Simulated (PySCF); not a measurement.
Compound: C3H11N3Si2.
Atom-mapped SMILES: `[N:1]#[C:2][SiH2:3][CH2:4][CH2:5][NH:6][SiH2:7][NH2:8]` (hydrogens: H9, H10 on Si3; H11, H12 on C4; H13, H14 on C5; H15 on N6; H16, H17 on Si7; H18, H19 on N8)

Structure used (GFN2-xTB), in Å, numbered top down from 1:
```xyz
19
C3H11N3Si2 angstrom
N      4.532    0.121   -1.791
C      3.663    0.256   -1.057
Si     2.254    0.476    0.152
C      0.959   -0.849   -0.260
C     -0.122   -0.978    0.821
N     -0.805    0.254    1.121
Si    -1.966    0.966    0.066
N     -3.077   -0.310   -0.263
H      2.835    0.282    1.486
H      1.771    1.848   -0.035
H      1.437   -1.822   -0.393
H      0.471   -0.602   -1.205
H     -0.878   -1.692    0.486
H      0.331   -1.366    1.741
H     -0.212    0.897    1.624
H     -2.435    2.123    0.839
H     -1.518    1.382   -1.270
H     -3.828   -0.128   -0.907
H     -3.421   -0.847    0.517
```

Computed at PBE0/pcSseg-1 (PySCF, non-relativistic), with Q(14N) = 0.02044 b: N1, 14N (I = 1): χzz = -5.525 MHz, η = 0.009; N6, 14N (I = 1): χzz = -4.710 MHz, η = 0.406; N8, 14N (I = 1): χzz = -4.273 MHz, η = 0.358.

Task: Where would the pure quadrupole (NQR) lines of 14N at N1 fall for the rigid, isolated species?

Result: From ν± = (3/4)|χ|(1 ± η/3) and ν0 = |χ|η/2: ν+ 4.156 MHz, ν− 4.132 MHz, ν0 0.024 MHz (cyano nitrogen).

Task: Find the zero-field quadrupole resonance frequencies of 14N at N6.

Result: From ν± = (3/4)|χ|(1 ± η/3) and ν0 = |χ|η/2: ν+ 4.010 MHz, ν− 3.055 MHz, ν0 0.955 MHz (silicon-bound nitrogen).

Task: Find the zero-field quadrupole resonance frequencies of 14N at N8.

Result: From ν± = (3/4)|χ|(1 ± η/3) and ν0 = |χ|η/2: ν+ 3.588 MHz, ν− 2.822 MHz, ν0 0.765 MHz (silicon-bound nitrogen).

In a crystal, neighbours and librations shift these lines. GFN2-xTB bond lengths can be off by several hundredths of an ångström, more for odd bonds, and the gradients follow them. With a basis this small, the couplings can be 20 % off.

These values come from a run that also computed NMR shieldings. Hardware: an Arm Neoverse V2 with one thread, no GPU, shared host with 96 logical CPUs at a one-minute load of 53. Cost: 38 s wall, 0.92 GiB resident at most.

One conformer stands for the species.
